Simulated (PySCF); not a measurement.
These 3 structures share the formula C6H15NSi. The calculation used PySCF 2.14.0, PBE0-D3(BJ)/def2-SVP geometry optimisation, gas phase. Energies are electronic, without zero-point or thermal terms, for one conformer each. No frequencies were run at this level. Point groups hold within 0.08 Å.

Problem. Rank from lowest to highest electronic energy at this level (kcal/mol).
A. `[CH3:1]/[N:2]=[CH:3]\[SiH2:4][C:5]([CH3:6])([CH3:7])[CH3:8]` with N2–C3–Si4–C5 179°
B. `[CH3:1][CH:2]([CH3:3])[C@@H:4]1[CH2:5][NH:6][SiH2:7][CH2:8]1` with C1–C2–C4–C5 -54°, C2–C4–C5–N6 -166°, C4–C5–N6–Si7 26°, C5–N6–Si7–C8 -4°, N6–Si7–C8–C4 -18°
C. `[H][Si](C)(C)N1CCCC1` (SiHMe2(pyrrolidide))

Solution. C (0.0), B (6.4), A (44.0).

| SMILES | E (Eh) | E rel (kcal/mol) | dipole (D) | point group | A, B, C (MHz) |
| --- | --- | --- | --- | --- | --- |
| [H][Si](C)(C)N1CCCC1 | -581.19379 | 0.0 | 0.84 | C1 | 2990, 1109, 879.1 |
| CC(C)[C@@H]1CN[SiH2]C1 | -581.18357 | 6.4 | 0.98 | C1 | 3321, 1040, 835.1 |
| C/N=C\[SiH2]C(C)(C)C | -581.12363 | 44.0 | 1.38 | – | 3313, 836.3, 794.1 |

Problem. How do the relative energies change in single points at PBE0/pcSseg-1 (no added dispersion term) on the same geometries?

Solution. 
```csv
SMILES,PBE0-D3(BJ)/def2-SVP (kcal/mol),PBE0/pcSseg-1 (kcal/mol),shift
[H][Si](C)(C)N1CCCC1,0.0,0.0,0.0
CC(C)[C@@H]1CN[SiH2]C1,6.4,7.0,+0.6
C/N=C\[SiH2]C(C)(C)C,44.0,42.3,-1.7
```

Each column counts from its own lowest isomer. The order is unchanged; the largest shift is 1.7 kcal/mol.
